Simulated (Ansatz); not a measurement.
Species: SnHCl, charge 0, singlet. SnHCl (SMILES [SnH][Cl]).
B3LYP-D3(BJ)/def2-TZVP minimum from Ansatz (a program for electronic structure):
```
Sn
H 1 1.7866
Cl 1 2.3960 2 93.43
```

Total energies in def2-TZVPP, 12 correlated electrons, 14 frozen orbitals. Radicals and triplets start from unrestricted determinants; spin-orbit coupling is neglected. Cores are frozen in correlated methods (noble-gas shells, and filled d and f shells in the p block). Past Kr the def2 sets carry scalar-relativistic core potentials. Spin-orbit terms, left out, reach several kcal/mol for Br and I, and more for heavier atoms.

```json
[
 {"method": "HF", "program": "Ansatz", "energy (Eh)": "-673.48444", "minus CCSDT(Q) (mEh)": "317.19"},
 {"method": "MP2", "program": "Ansatz", "energy (Eh)": "-673.75696", "minus CCSDT(Q) (mEh)": "44.67"},
 {"method": "CCSD", "program": "Ansatz", "energy (Eh)": "-673.78797", "minus CCSDT(Q) (mEh)": "13.66"},
 {"method": "CCSD(T)", "program": "Ansatz", "energy (Eh)": "-673.80009", "minus CCSDT(Q) (mEh)": "1.54"},
 {"method": "CCSDT(Q)", "program": "Ansatz", "energy (Eh)": "-673.80163", "minus CCSDT(Q) (mEh)": "0.00"}
]
```

Rough core times of Ansatz's runs on a shared machine: CCSD(T) under 20 s, CCSDT(Q) 5 min.
